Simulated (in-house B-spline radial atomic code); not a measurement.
# Ionising Sr3+ with different functionals

Computed with a B-spline radial code for spherical atoms: non-relativistic Hamiltonian, point nucleus, spin-polarised at highest spin, spherical fractional occupations for the functionals, and exact exchange of hybrids averaged over the configuration. The ionisation energy is the difference of two self-consistent energies, [Ar] 3d10 4s2 4p5 → [Ar] 3d10 4s2 4p4, without Breit or QED terms; ε is the level of the shell that loses the electron (its least bound occupied spin orbital). There is no spin-orbit coupling in this Hamiltonian.

```json
{"method": "PBE0", "rung": "global hybrid", "ΔSCF (eV)": "56.24", "-ε(4p) (eV)": "51.36"}
{"method": "B3LYP", "rung": "global hybrid", "ΔSCF (eV)": "56.31", "-ε(4p) (eV)": "51.01"}
{"method": "TPSSh", "rung": "global hybrid", "ΔSCF (eV)": "56.31", "-ε(4p) (eV)": "50.36"}
{"method": "M06-2X", "rung": "global hybrid", "ΔSCF (eV)": "56.26", "-ε(4p) (eV)": "53.39"}
{"method": "BHandHLYP", "rung": "global hybrid", "ΔSCF (eV)": "56.13", "-ε(4p) (eV)": "53.06"}
{"method": "r2SCAN0", "rung": "global hybrid", "ΔSCF (eV)": "56.40", "-ε(4p) (eV)": "51.62"}
{"method": "B97-1", "rung": "global hybrid", "ΔSCF (eV)": "56.19", "-ε(4p) (eV)": "51.01"}
{"method": "HSE06", "rung": "range-separated hybrid", "ΔSCF (eV)": "56.22", "-ε(4p) (eV)": "50.91"}
{"method": "wB97X", "rung": "range-separated hybrid", "ΔSCF (eV)": "56.09", "-ε(4p) (eV)": "53.88"}
{"method": "CAM-B3LYP", "rung": "range-separated hybrid", "ΔSCF (eV)": "56.31", "-ε(4p) (eV)": "52.90"}
{"method": "LC-wPBE", "rung": "range-separated hybrid", "ΔSCF (eV)": "56.34", "-ε(4p) (eV)": "54.48"}
```

Task: Among the functionals, which spreads more, the ΔSCF values or the orbital energies?

Result: The orbital energies: ΔSCF values span about 0.31 eV and the orbital energies 4.13 eV; here energy differences depend much less on the functional than eigenvalues do.

Task: How do they compare with the NIST value?

Result: NIST lists 56.280 eV ± 0.003 (semi-empirical, ground level to ground level). Errors run from -0.19 to +0.12 eV; M06-2X is closest (-0.02 eV), but part of that can be cancellation, since the calculations leave out relativity, Breit-QED terms, multiplet and fine-structure energies.
